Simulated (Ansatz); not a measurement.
`[CH3][GaH-]([CH3])[SH2+]`. Total charge 0; spin multiplicity 1. Geometry: relaxed with PBE0-D4/def2-TZVP. It is one conformer, not always the lowest.

```xyz
13

C     0.171    1.706   -0.458
Ga   -0.702   -0.073   -0.317
C     0.207   -1.663   -1.078
S    -0.131   -0.569    2.234
H    -0.243    2.429    0.248
H     1.251    1.643   -0.300
H     0.016    2.110   -1.463
H    -2.264   -0.129   -0.054
H     0.040   -1.694   -2.159
H     1.288   -1.632   -0.918
H    -0.181   -2.596   -0.663
H     1.140   -0.132    2.221
H    -0.593    0.600    2.707
```

Question: What is the dipole moment at ωB97M-V/def2-TZVPP? (Estimate.)

Answer: Ansatz gave: 2.77 D, with components (1.35, 0.50, 2.37) D in this frame, pointing from negative to positive charge.

Question: And with PBE, r2SCAN, B3LYP? (Best estimate.)

Answer: Computed: PBE 2.79 D, r2SCAN 2.85 D, B3LYP 2.79 D.

Question: Give the Mulliken charges with ωB97M-V, r2SCAN, B3LYP in def2-TZVPP. (An estimate is asked.)

Answer: Computed: 
```tsv
atom	ωB97M-V	r2SCAN	B3LYP
C1	-0.50	-0.33	-0.40
Ga2	0.24	0.24	0.24
C3	-0.50	-0.33	-0.40
S4	-0.12	-0.10	-0.12
H5	0.10	0.05	0.08
H6	0.10	0.05	0.08
H7	0.11	0.07	0.09
H8	-0.06	-0.10	-0.09
H9	0.11	0.06	0.08
H10	0.10	0.05	0.08
H11	0.11	0.07	0.09
H12	0.15	0.13	0.13
H13	0.15	0.13	0.14
```

B3LYP here is the variant with VWN-RPA as its local correlation; programs differ in this.
